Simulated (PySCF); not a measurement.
PySCF 2.14 output of an unrestricted revPBE calculation on a single atom or ion in def2-QZVPPD, with the non-relativistic Hamiltonian (point nucleus):

```
SCF conv_tol = 1e-09
number electrons alpha = 10  beta = 9
    Y. Zhang and W. Yang.,  Phys. Rev. Lett. 80, 890 (1998)
    J. P. Perdew, K. Burke, and M. Ernzerhof.,  Phys. Rev. Lett. 77, 3865 (1996)
    J. P. Perdew, K. Burke, and M. Ernzerhof.,  Phys. Rev. Lett. 78, 1396 (1997)
cycle= 1 E= -759.665370518387  delta_E= -0.00542  |g|= 0.0165  |ddm|= 0.425
cycle= 2 E= -759.665392098145  delta_E= -2.16e-05  |g|= 0.0026  |ddm|= 0.0259
cycle= 3 E= -759.665394125668  delta_E= -2.03e-06  |g|= 0.000902  |ddm|= 0.00946
cycle= 4 E= -759.665394334839  delta_E= -2.09e-07  |g|= 5.65e-06  |ddm|= 0.00199
cycle= 5 E= -759.665394334852  delta_E= -1.27e-11  |g|= 2.24e-07  |ddm|= 4.61e-05
converged SCF energy = -759.665394334852  <S^2> = 0.75005449  2S+1 = 2.0000545
```

The run itself started from symmetry-adapted Hartree-Fock orbitals and held the occupation by maximum overlap, on a logarithmic radial grid, so the iterations belong to that start.

**Question.** Which element, charge and spin multiplicity is this?

**Answer.** Sc²⁺ (scandium, charge +2), multiplicity 2; the state was [Ar] 4s1, 2S determinant (an excited configuration).
